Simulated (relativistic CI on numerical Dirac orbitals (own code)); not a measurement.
## Sensitivity of the levels of Nd24+ to α and to the nuclear radius

These numbers are calculated, not measured: Dirac-Coulomb-Breit CI, separate exchange-only KLI orbitals for each configuration, derivatives by finite differences, unscaled Slater integrals, QED left out (own radial code, finite nucleus).

Configurations in the expansion (outside the closed core [Ar] 3d10): 4s2.4p6, 4s2.4p5.4d, 4s.4p6.4d, 4s2.4p5.4f, 4s.4p6.4f, 4p6.4d2, 4p5.4d3, 4p5.4d2.4f. Double excitations out of closed p, d and f shells are left out; levels of such configurations are missing from the list, as are those of other unlisted configurations, and high levels can miss mixing partners.

With x = (α/α₀)² − 1 an excitation energy changes as ω = ω₀ + qx; K = 2q/ω₀ is the relative enhancement. Terms are leading LS components, so labels can repeat. The field-shift factor is F = δν/δ⟨r²⟩ for the transition from the lowest level.

Lowest level 4s2.4p6 1S_0.

| Level | ω₀ (cm⁻¹) | q (cm⁻¹) | K | F (GHz/fm²) |
| --- | --- | --- | --- | --- |
| 4s2.4p5.4d 3P°_0 | 806860 | 18300 | 0.0454 | 3.36 |
| 4s2.4p5.4d 3P°_1 | 826332 | 26760 | 0.0648 | 3.37 |
| 4s2.4p5.4d 3F°_3 | 849930 | 21420 | 0.0504 | 2.95 |
| 4s2.4p5.4d 3D°_2 | 856524 | 26080 | 0.0609 | 3.3 |
| 4s2.4p5.4d 3F°_4 | 874881 | 65090 | 0.149 | 3.45 |
| 4s2.4p5.4d 1D°_2 | 890028 | 65260 | 0.147 | 3.7 |
| 4s2.4p5.4d 3D°_3 | 923850 | 64380 | 0.139 | 4.19 |
| 4s2.4p5.4d 3D°_1 | 989833 | 115800 | 0.234 | 0.299 |
| 4s2.4p5.4d 3F°_2 | 1070932 | 274500 | 0.513 | -10.9 |
| 4s2.4p5.4d 3D°_2 | 1122743 | 318900 | 0.568 | -9.69 |
| 4s2.4p5.4d 1F°_3 | 1135648 | 321800 | 0.567 | -10.2 |
| 4s2.4p5.4d 1P°_1 | 1242070 | 221500 | 0.357 | -5.95 |
| 4s.4p6.4d 3D_1 | 1649648 | 300500 | 0.364 | -364 |
| 4s.4p6.4d 3D_2 | 1665974 | 316400 | 0.38 | -370 |
| 4s.4p6.4d 3D_3 | 1701431 | 356500 | 0.419 | -373 |
| 4s.4p6.4d 1D_2 | 1779441 | 364800 | 0.41 | -407 |
| 4s2.4p5.4f 3G_5 | 1928516 | 67720 | 0.0702 | 10.8 |
| 4s2.4p5.4f 3G_4 | 1934255 | 61710 | 0.0638 | 10.6 |
| 4s2.4p5.4f 3D_1 | 1936695 | 91320 | 0.0943 | -36.5 |
| 4s2.4p5.4f 3D_2 | 1947491 | 91700 | 0.0942 | -30.1 |
| 4s2.4p5.4f 3F_3 | 1953817 | 64530 | 0.0661 | 8.31 |
| 4s2.4p5.4f 3D_3 | 1961768 | 89110 | 0.0908 | -16.4 |
| 4s2.4p5.4f 3F_4 | 1969165 | 68490 | 0.0696 | 10.9 |

At this charge energies of transitions that change n are usually good to better than 1 %, and those within a shell (Δn = 0) to a few per cent.
